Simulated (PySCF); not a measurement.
**What each rung costs, and what it gives**

Saddle point of BH4SeF, closed shell (BH₂F ([BH2][F]) + H₂Se → BH₃Se ([BH2][SeH]) + HF; bonds formed: F2–H5; dative contacts that become bonds: B1–Se6; bonds broken: B1–F2, H5–Se6), PBE0-D4/def2-TZVP structure:

B1  (-0.480, -0.561, 0.197)
F2  (0.770, -1.068, -0.605)
H3  (-1.468, -0.950, -0.346)
H4  (-0.298, -0.722, 1.363)
H5  (0.833, 0.073, -0.888)
Se6  (-0.140, 1.441, -0.406)
H7  (0.782, 1.787, 0.685)
(Å)

Barriers are electronic and count from the start structure reached by relaxing down the imaginary mode.

Computed with PySCF 2.14 with density fitting (its default auxiliary sets; JK sets also for MP2 and CCSD(T)) (basis: as named in each row); correlated methods freeze the cores. Filled d shells of the heavier atoms are correlated. The def2 sets are not built for correlating such inner shells, so the correlated values are less sure here. B3LYP uses VWN-RPA correlation. Extrapolation: Hartree–Fock as exp(−7.88 √X), correlation as X^−2.97.

Times are rough, for one single point on 4 threads of a shared host (Arm Neoverse V2).

The estimate by CCSD(T) at an estimated basis limit (MP2 extrapolated from triple and quadruple zeta, plus CCSD(T) − MP2 in triple zeta) is 24.40 kcal/mol.

```json
{"method": "HF", "basis": "STO-3G", "time (s)": "under 1", "barrier (kcal/mol)": "26.44", "method less estimate": "2.03"}
{"method": "B3LYP-D4", "basis": "6-31G", "time (s)": "2", "barrier (kcal/mol)": "22.05", "method less estimate": "-2.35"}
{"method": "PBE0-D4", "basis": "def2-SVP", "time (s)": "3", "barrier (kcal/mol)": "21.70", "method less estimate": "-2.70"}
{"method": "PBE-D4", "basis": "def2-SVP", "time (s)": "3", "barrier (kcal/mol)": "18.56", "method less estimate": "-5.84"}
{"method": "MP2", "basis": "def2-QZVPP", "time (s)": "4", "barrier (kcal/mol)": "22.51", "method less estimate": "-1.89"}
{"method": "SPW92", "basis": "def2-TZVPP", "time (s)": "5", "barrier (kcal/mol)": "14.43", "method less estimate": "-9.98"}
{"method": "PBE0-D4", "basis": "def2-TZVPP", "time (s)": "6", "barrier (kcal/mol)": "22.36", "method less estimate": "-2.04"}
{"method": "BHLYP-D4", "basis": "def2-TZVPP", "time (s)": "6", "barrier (kcal/mol)": "29.35", "method less estimate": "4.95"}
{"method": "B3LYP-D4", "basis": "def2-TZVPP", "time (s)": "7", "barrier (kcal/mol)": "25.53", "method less estimate": "1.12"}
{"method": "PBE-D4", "basis": "def2-TZVPP", "time (s)": "7", "barrier (kcal/mol)": "19.38", "method less estimate": "-5.03"}
{"method": "r2SCAN-D4", "basis": "def2-TZVPP", "time (s)": "14", "barrier (kcal/mol)": "21.93", "method less estimate": "-2.47"}
{"method": "CCSD(T)", "basis": "def2-SVP", "time (s)": "15", "barrier (kcal/mol)": "27.21", "method less estimate": "2.80"}
{"method": "wB97M-V", "basis": "def2-TZVPP", "time (s)": "86", "barrier (kcal/mol)": "24.27", "method less estimate": "-0.13"}
{"method": "CCSD(T)", "basis": "def2-TZVPP", "time (s)": "210", "barrier (kcal/mol)": "25.09", "method less estimate": "0.68"}
```

All methods are single points on the PBE0-D4 structures.

No T1 diagnostic of these runs exceeds 0.012.

Labels in which every atom is bracketed show which atoms are joined, not bond orders.
